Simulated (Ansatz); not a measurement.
A nudged elastic band was laid between two geometries of C$_{2}$H$_{8}$BClSi (13 atoms, charge 0, multiplicity 1).

Computed with RKS r2SCAN/6-31G (Ansatz 0.2.0).

| Quantity | Value |
| --- | --- |
| movable images | 5 |
| climbing image | yes |
| spring | 5.0 eV/Å² |
| optimiser | quadratic models (default) |
| start path | through a guess of the saddle point |
| force threshold | 0.05 eV/Å |
| iteration limit | 60 |
| end points | relaxed |

Initial state:

```xyz
13
Properties=species:S:1:pos:R:3
C -0.693 -0.907 1.081
C -0.263 0.360 0.302
Si 1.549 0.083 -0.399
B -1.113 0.677 -0.940
Cl -1.237 2.382 -1.572
H -0.744 -1.781 0.419
H 0.007 -1.137 1.894
H -1.687 -0.768 1.525
H -0.162 1.230 0.970
H 2.406 -0.354 0.757
H 1.537 -1.012 -1.430
H 2.107 1.336 -1.006
H -1.687 -0.143 -1.588
```

Final state:

```xyz
13
Properties=species:S:1:pos:R:3
C -0.630 -0.722 1.245
C -0.281 0.396 0.233
Si 1.538 0.089 -0.438
B -1.158 0.424 -1.030
Cl -1.390 1.968 -1.969
H -0.649 -1.705 0.758
H 0.095 -0.764 2.067
H -1.621 -0.548 1.682
H -0.222 1.381 0.723
H 1.585 -1.188 -1.229
H 2.014 1.226 -1.293
H 2.428 -0.056 0.765
H -1.689 -0.535 -1.501
```

(1) Which bonds break or form, and what moves?

(2) What energy profile does the band end with?

(3) What is the geometry of the highest image?

(4) What are the harmonic wavenumbers there?

## Answers

(1) No bond is made or broken. The dihedral C1–C2–Si3–H11 goes from 66 to -173°. The two ends are copies of one structure, up to a mirror image or an exchange of like atoms.

(2) The run converged. The highest image is number 3 of 0 to 6, 0.050 eV above the ends, which have the same energy within 2 meV. A vibrational analysis at the climbing image gives one clearly imaginary mode, 105i cm⁻¹: a first-order saddle point. Limits of this set-up: no polarisation functions.

```csv
image,path coordinate (Å),energy (eV),dihedral C1–C2–Si3–H11 (°)
0,0.00,0.000,66
1,0.81,0.011,87
2,1.62,0.036,108
3,2.43,0.050,129
4,3.18,0.036,149
5,3.93,0.011,169
6,4.68,0.000,-173
```

(3) 
```xyz
13
Properties=species:S:1:pos:R:3
C -0.660 -0.752 1.242
C -0.283 0.380 0.256
Si 1.542 0.091 -0.437
B -1.129 0.449 -1.026
Cl -1.380 2.037 -1.888
H -0.715 -1.719 0.729
H 0.070 -0.843 2.056
H -1.640 -0.554 1.693
H -0.230 1.352 0.770
H 1.994 -1.275 -0.005
H 1.605 0.162 -1.938
H 2.464 1.135 0.125
H -1.619 -0.498 -1.563
```

(4) 105i, 89, 186, 216, 240, 255, 370, 557, 575, 642, 752, 842, 879, 924, 931, 943, 1031, 1054, 1109, 1129, 1196, 1353, 1457, 1539, 1553, 2161, 2185, 2193, 2677, 3033, 3069, 3120, 3132 cm⁻¹.

Run time: 4.2 min on 1 thread of Intel(R) Xeon(R) 6975P-C (Granite Rapids) (shared host), peak memory 0.17 GiB.
